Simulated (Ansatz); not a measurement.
A nudged elastic band was laid between two geometries of CH3BrZn + ClH (8 atoms, charge 0, multiplicity 1).

These are results of Ansatz 0.2.0, RHF/def2-SVP, not measurements.

```
movable images  : 5
climbing image  : yes
spring          : 5.0 eV/Å²
optimiser       : quadratic models (default)
start path      : through a guess of the saddle point
force threshold : 0.05 eV/Å
iteration limit : 60
end points      : relaxed
```

First end point:

```xyz
8
Properties=species:S:1:pos:R:3
Zn 0.435 -0.676 -0.273
Br 1.158 -1.539 -2.298
C -0.041 -0.200 1.597
H -0.330 1.049 -2.954
Cl -0.818 1.689 -1.964
H -0.743 -0.924 2.017
H -0.507 0.787 1.639
H 0.846 -0.185 2.234
```

Last end point:

```xyz
8
Properties=species:S:1:pos:R:3
Zn -0.428 0.763 -0.051
Br 1.042 -1.363 -2.687
C -0.087 -0.137 1.682
H 0.411 -0.185 -3.139
Cl -0.879 1.865 -1.865
H -0.578 -1.112 1.714
H -0.465 0.462 2.513
H 0.983 -0.293 1.834
```

Task: What changes between the two ends?

Result: Bonds broken: Zn1–Br2, H4–Cl5. Bonds formed: Zn1–Cl5, Br2–H4. CH3BrZn + ClH becomes BrH + CH3ClZn.

Task: Give the energies along the band, and the barrier.

Result: It converged. The highest image is number 3 of 0 to 6, 0.85 eV above the first end and 0.65 eV above the last; the last end lies 0.20 eV above the first. A vibrational analysis at the climbing image gives one clearly imaginary mode, 1139i cm⁻¹: a first-order saddle point. The orbitals stay closed-shell, which can raise the energy where a bond breaks towards radicals; this wasn't checked here.

```tsv
image	path coordinate (Å)	energy (eV)	Zn1–Br2 (Å)	H4–Cl5 (Å)	Zn1–Cl5 (Å)
0	0.00	0.00	2.32	1.28	3.17
1	0.54	0.05	2.34	1.28	2.97
2	1.08	0.29	2.41	1.31	2.66
3	1.63	0.85	2.62	1.61	2.38
4	2.09	0.45	2.89	2.11	2.24
5	2.55	0.25	3.26	2.47	2.19
6	3.01	0.20	3.69	2.74	2.17
```

Task: What is the geometry of the highest image?

Result: 
```xyz
8
Properties=species:S:1:pos:R:3
Zn -0.028 0.120 -0.354
Br 0.901 -1.147 -2.453
C -0.064 -0.168 1.618
H 0.094 0.300 -2.696
Cl -0.694 1.578 -2.117
H -0.647 -1.058 1.865
H -0.510 0.686 2.131
H 0.947 -0.311 2.006
```

Task: What are the harmonic wavenumbers there?

Result: 1139i, 31, 96, 98, 172, 248, 319, 557, 707, 722, 735, 1117, 1305, 1555, 1555, 3170, 3265, 3270 cm⁻¹.

Run time: 82 s on 2 threads of Arm Neoverse V2, with other jobs on the host, peak memory 0.29 GiB.
